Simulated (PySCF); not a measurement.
BeCl, SMILES [Be+][Cl], charge +1.

Coordinates come from a B3LYP-D3(BJ)/def2-TZVPD optimisation. The multiplicity is an assumed one; other spin states were not compared.

All values below come from TDA-M06-2X/def2-TZVPD in PySCF 2.14.0.

Vertical excitations; the highest root listed may be one member of a degenerate set. The molecule is in vacuum. State labels are in the subgroup C2v.

Computed excitation energies, oscillator strengths and character:
| state | symmetry | energy (eV) | λ (nm) | f | main pairs |
|---|---|---|---|---|---|
| S1 | B1 | 3.96 | 313 | 0.015 | HOMO−1→LUMO (degenerate set) |
| S2 | B2 | 3.96 | 313 | 0.015 | HOMO→LUMO (degenerate set) |
| S3 | A1 | 6.02 | 206 | 0.029 | HOMO−2→LUMO 93 % |
| S4 | A2 | 6.69 | 185 | 0.000 | HOMO−1→LUMO+2 49 %, HOMO→LUMO+1 49 % |
| S5 | A2 | 6.90 | 180 | 0.000 | HOMO→LUMO+1, HOMO−1→LUMO+2 (degenerate set) |
| S6 | A1 | 6.90 | 180 | 0.000 | HOMO→LUMO+2, HOMO−1→LUMO+1 (degenerate set) |
| S7 | B1 | 9.14 | 136 | 0.066 | HOMO−2→LUMO+1 (degenerate set) |
| S8 | B2 | 9.14 | 136 | 0.066 | HOMO−2→LUMO+2 (degenerate set) |
| S9 | A1 | 9.20 | 135 | 0.596 | HOMO−1→LUMO+1 43 %, HOMO→LUMO+2 43 % |
| S10 | B1 | 10.87 | 114 | 0.161 | HOMO−1→LUMO+3 95 % |
| T1 | B2 | 4.06 | 306 | 0 | HOMO→LUMO (degenerate set) |
| T2 | B1 | 4.06 | 306 | 0 | HOMO−1→LUMO (degenerate set) |
| T3 | A1 | 5.69 | 218 | 0 | HOMO−2→LUMO 94 % |
| T4 | A1 | 6.45 | 192 | 0 | HOMO→LUMO+2 46 %, HOMO−1→LUMO+1 46 % |
Triplets are in the Tamm–Dancoff approximation.
